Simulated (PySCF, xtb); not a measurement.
Sn(F)3(OH) (F3HOSn), SMILES [OH][Sn]([F])([F])[F].

GFN2-xTB (xtb) at its own geometry gives an orbital gap of 4.90 eV and a dipole moment of 3.12 D.

Geometry optimised at r2SCAN-D4/def2-SVP. The def2 effective core potentials stand for the cores of Sn; spin–orbit coupling is left out. One conformer was computed; it need not be the lowest.

**Question.** What does ωB97X/def2-TZVP in PySCF give? (The exact figures need the calculation; the answer reports its results.)

**Answer.** gap 11.80 eV (levels -13.05 and -1.25 eV), dipole 2.37 D.
